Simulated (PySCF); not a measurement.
ClBr₂⁺, singlet: computed properties

These are results of B3LYP/[Cl def2-SVP, Br def2-SVP], no relativity, density fitting, PySCF, not measurements.

The structure is a minimum.

```
Point group                                                                   : C2v
Bond lengths                                                                  : Cl–Br 2.233 Å (×2)
Bond angles                                                                   : Br–Cl–Br 111.5°
Principal quadrupole moments (Buckingham, traceless) about the centre of mass : -12.53, -4.71, 17.24 D Å
Highest occupied level                                                        : -14.25 eV
Enthalpy at 298.15 K above 0 K                                                : 13.86 kJ/mol
Principal polarisabilities                                                    : 23.6, 34.1, 88.9 bohr³
Zero-point energy                                                             : 4.5 kJ/mol
Rotational symmetry number                                                    : 2
Heat capacity Cp at 298.15 K                                                  : 55.0 J/(mol K)
Dipole moment about the centre of mass                                        : 0.58 D
Entropy at 298.15 K and 1 bar                                                 : 310.3 J/(mol K)
Rotational constants                                                          : 0.3731, 0.03133, 0.0289 cm⁻¹
Lowest empty level                                                            : -11.51 eV
```

Harmonic modes (masses in u: Cl 34.969, Br 78.918):
```tsv
symmetry	ω (cm⁻¹)	IR (km/mol)	μ (u)
a1	108	0.4	64.85
b2	322	21.6	40.49
a1	326	0.0	43.56
```

In C2v the vibrations span 2a1 + b2. Here b1 is antisymmetric to the molecular plane and b2 lies in it.

Charges (e):
| atom | Mulliken | Löwdin | polar tensor | Mayer order to Cl1 |
| --- | --- | --- | --- | --- |
| Cl1 | 0.29 | 0.44 | 0.50 | – |
| Br2,3 | 0.36 | 0.28 | 0.25 | 0.92 |

Mulliken populations on Cl1: s 5.95, p 10.70, d 0.06.

Counting electrons, chlorine keeps 4 of its valence electrons outside its bonds, so the VSEPR class is AX2E2 and the expected shape is bent (C2v), as computed.

Other isomers or separated fragments may lie lower.

The final relaxation and frequency run took 31 s on 2 threads of a shared Arm Neoverse N1 host, with 82 basis functions and 8 gradients; the process peaked at 0.82 GiB.
